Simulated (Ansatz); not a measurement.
Consider the formal exchange of groups at a C–O bond: `CC[O][GaH2]` + `SBS` → `CCB(S)S` + `[OH][GaH2]`.

Computed with Ansatz on PBE0-D4/def2-TZVP structures; ΔE is electronic, products minus reactants. CBS: MP2 limit from def2 TZ/QZ plus the TZ coupled-cluster correction, frozen cores. DFT in def2-TZVPP. HSE06 is defined as in plane-wave codes. For Ga outer-core shells are correlated without core-valence functions, which leaves a few kJ/mol of doubt a bond. Scalar relativity is left out up to krypton. One conformer a species, not always the lowest.

(1) Is it downhill or uphill in electronic energy at CCSD(T)/CBS, and by how much? (Estimate.)

(2) What do these levels give: r2SCAN-D4, r2SCAN0-D4, HSE06-D4, ωB97M-V, B2PLYP, PBE, r2SCAN, PBE0, CAM-B3LYP, SCS-MP2/def2-TZVPP, CCSD/def2-TZVPP, MP2/CBS(def2)? (Best estimate.)

Largest T1 diagnostic among the species: 0.015.

Results:

(1) Computed: Downhill: ΔE = -0.90 eV.

(2) The calculation gave: r2SCAN-D4 -0.85, r2SCAN0-D4 -0.88, HSE06-D4 -0.87, ωB97M-V -0.88, B2PLYP -0.83, PBE -0.81, r2SCAN -0.84, PBE0 -0.85, CAM-B3LYP -0.78, SCS-MP2/def2-TZVPP -0.89, CCSD/def2-TZVPP -0.86, MP2/CBS(def2) -1.00 eV.

The D4 term adds −0.04 eV with B3LYP and −0.03 eV with PBE0; it sums over pairs of atoms, weighted by their polarisabilities, and B3LYP, whose exchange is more repulsive, gets the larger term. From BLYP to BHLYP (50 % exact exchange), in def2-TZVPP and without D4, ΔE moves by −0.06 eV. In def2-TZVPP, CCSD(T) changes the Hartree–Fock value by −0.14 eV (the triples alone add −0.01 eV) and MP2 by −0.24 eV.

B3LYP here is the variant with VWN-RPA as its local correlation; programs differ in this.
